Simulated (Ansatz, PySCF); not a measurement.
Energy difference R1 → 2 P1, each structure at its B3LYP-D3(BJ)/def2-TZVP stationary point, reached from a drawn start (curvature not checked).
P1: O atom, charge 0, multiplicity 3.
R1: O2 (SMILES O=O), charge 0, multiplicity 3.

P less R. No zero-point or thermal terms; open shells are unrestricted; no spin–orbit coupling.

Frozen-core correlation throughout.

Run with Ansatz (Gaussian basis) for Hartree–Fock, density functionals and correlated methods; PySCF for M06-2X. No computed number here is a measurement.

### Question
Give the reaction energy at the level M06-2X/def2-TZVPP.

### Answer
122.0 kcal/mol

### Question
Estimate the reaction energy that CCSD(T)/cc-pVQZ returns for this input.

### Answer
117.2 kcal/mol

### Question
Give the reaction energy at the level HF/cc-pVQZ.

### Answer
33.5 kcal/mol

Ansatz is a quantum-chemistry and plane-wave program.
